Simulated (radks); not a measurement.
Excited configurations of Cs II: one electron is placed in a higher orbital outside [Kr] 4d10 5s2 5p5. The ground configuration is [Xe]. Method: scalar-relativistic Kohn-Sham, BLYP, spin-polarised, spherical densities, finite nucleus; open shells are filled with parallel spins first (spin-orbit coupling, left out, can overturn this in heavy ions); Fermi nuclear charge, rms radius 4.8041 fm; computed with a radial shooting solver on a logarithmic mesh with Libxc functionals. Excitation = E - E(ground); binding = E(ion) - E, where the ion is the core of charge +2; n* = 2/sqrt(2 binding) in atomic units, and the quantum defect is n - n*.

outer orbital  excitation (eV)  binding (eV)     n*  quantum defect  eigenvalue (eV)  <r> (bohr)
4f                      19.004         4.267  3.571           0.429           -2.303       5.735
5d                      14.170         9.101  2.445           2.555           -5.921       3.401
5f                      19.987         3.284  4.071           0.929           -2.328       9.544
6s                      13.417         9.854  2.350           3.650           -7.552       4.408
6p                      15.989         7.282  2.734           3.266           -5.500       5.420
6d                      18.804         4.467  3.490           2.510           -3.372       8.086
6f                      20.988         2.283  4.883           1.117           -1.710       15.56
7s                      18.242         5.029  3.290           3.710           -3.968       8.531
7p                      19.165         4.106  3.641           3.359           -3.189       9.991
7d                      20.451         2.819  4.394           2.606           -2.179       13.73
7f                      21.580         1.691  5.673           1.327           -1.299       22.62

The Delta-SCF ionisation energy is 23.271 eV (NIST Atomic Spectra Database: 23.157 eV, measured). Self-interaction in the functional shifts the binding energies and quantum defects, so they are the method's values and not measured ones. Open shells are spherical and high-spin; term and fine-structure splittings are not resolved. Spin-orbit splitting is averaged out at the scalar-relativistic level.
